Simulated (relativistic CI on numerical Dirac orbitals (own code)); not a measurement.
## Hyperfine structure of Pr XLI, mass number 141

Calculated at this level of theory: Dirac-Coulomb-Breit CI, KLI orbitals optimised for each configuration, QED by a radiative potential, unscaled Slater integrals (own radial code, finite nucleus).

Configuration list (outside the closed core [Ne]): 3s2 3p6 3d, 3s2 3p5 3d2, 3s 3p6 3d2, 3s2 3p6 4s, 3s2 3p6 4p, 3s2 3p6 4d, 3s2 3p5 3d 4s, 3s2 3p6 4f, 3s2 3p5 3d 4p, 3p6 3d3, 3p5 3d4, 3p5 3d3 4s. Double excitations out of closed p, d and f shells are left out; levels of such configurations are missing from the list, as are those of other unlisted configurations, and high levels can miss mixing partners. These lack a partner that the ground configuration has and come out too high: 3s2 3p5 3d 4p.

Nuclear spin I = 5/2, μ = 4.266 μN, Q = -0.0589 b (tables of Stone and Pyykkö). The electronic factors are computed for point nuclear moments, without core polarisation or the Bohr-Weisskopf and QED corrections.

```tsv
Level	E (cm⁻¹)	A (MHz)	B (MHz)
3s2 3p6 3d 2D_3/2	0	81090	-1800
3s2 3p6 3d 2D_5/2	210741	33280	-2330
3s2 3p5 3d2 4D°_1/2	1495370	20550	
3s2 3p5 3d2 4D°_3/2	1501459	92720	-5250
3s2 3p5 3d2 4G°_9/2	1716285	81260	9360
3s2 3p5 3d2 4G°_11/2	1774979	76180	7510
```

Levels with J = 0, under 50 % of one LS term, or S terms without an open s electron are left out. Small factors come from cancelling terms and can be off by tens of per cent or more.

At this charge energies of transitions that change n are usually good to better than 1 %, and those within a shell (Δn = 0) to a few per cent.

(1) Give the hyperfine levels of 3s2 3p6 3d 2D_3/2 relative to its centre of gravity.

Answers

(1) With K = F(F + 1) − I(I + 1) − J(J + 1), E = AK/2 + B[¾K(K + 1) − I(I + 1)J(J + 1)]/[2I(2I − 1)J(2J − 1)]: F = 1: -427000, F = 2: -263400, F = 3: -19280, F = 4: 303600 MHz.

LS names give the leading component of a level, which can be under half, so a name can repeat, a term be missing and a line seem to break the LS rules.
